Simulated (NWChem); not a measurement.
System: AlSiH4OCl; SMILES [SiH3][O][AlH][Cl]

```xyz
8

Al     0.8761    -0.7023    -0.0001
Cl    -0.6566    -2.1534    -0.0018
H      2.3757    -1.1579     0.0024
O      0.4640     0.9387    -0.0016
Si    -0.3106     2.3961    -0.0006
H      0.1585     3.2113     1.1510
H     -1.7835     2.2184     0.1091
H     -0.0101     3.1252    -1.2612
```
Atoms are numbered in this order, from 1.

Coordinates come from a B3LYP/6-31G* (spherical d) optimisation.

 Unshifted, non-relativistic core excitations; the lowest 4 roots alone, so stronger bands may lie above.

Problem. List the first Cl K-edge excitations from PBE/6-311G** (spherical d), restricted-window TDA (NWChem).

Solution. 
```tsv
state	energy (eV)	dipole oscillator strength	leading excitation (squared amplitude)
S1	2738.0	0.0008	1s of atom 2 or its equivalents → LUMO (1.00)
S2	2738.4	0.0008	1s of atom 2 or its equivalents → LUMO+1 (1.00)
S3	2739.6	0.0005	1s of atom 2 or its equivalents → LUMO+2 (1.00)
S4	2740.3	0.0002	1s of atom 2 or its equivalents → LUMO+3 (1.00)
```
